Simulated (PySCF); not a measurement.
**Finite-field polarisability of Tl (thallium, neutral)**

[Xe] 4f14 5d10 6s2 6p1, 2P determinant. All numbers are calculated (PySCF 2.14, a scalar-relativistic core potential, in aug-cc-pVDZ-PP with ECP60MDF (5s4p3d, 32 functions)). Frozen: 5s2 5p6 5d10. Energy changes in a uniform field (μhartree):

```
axis  F (au)        HF       MP2      CCSD   CCSD(T)
   x  0.0019  -100.085   -99.223   -97.829   -97.894
   x  0.0038  -400.468  -397.005  -391.430  -391.689
   y  0.0013   -99.474   -99.661   -98.077   -98.118
   y  0.0026  -399.070  -399.749  -393.366  -393.523
```

By symmetry the remaining axis equals x.

Problem. Derive α along x at CCSD(T) from the two fields.

Solution. With ΔE = −αF²/2 − γF⁴/24, α = −(16 ΔE(F) − ΔE(2F))/(6F²) = 54.23 bohr³.

Problem. And the mean polarisability at each level?

Solution. The components xx, yy, zz at CCSD(T) are 54.23, 116.0, 54.23, the third axis being equal by symmetry to one of the two computed. Means: HF 76.16, MP2 75.92, CCSD 74.78, CCSD(T) 74.82 bohr³. Reference: 50 ± 2 bohr³ (recommended; Schwerdtfeger and Nagle, table of static dipole polarizabilities (2023 update)).

CCSD(T) lies more than 5 % above the reference; correlation of the frozen inner shells, absent here, would lower it, and spin-orbit coupling is absent too.

Spin-orbit coupling, absent here, splits the open shell strongly.

A double-zeta set is small for polarisabilities.
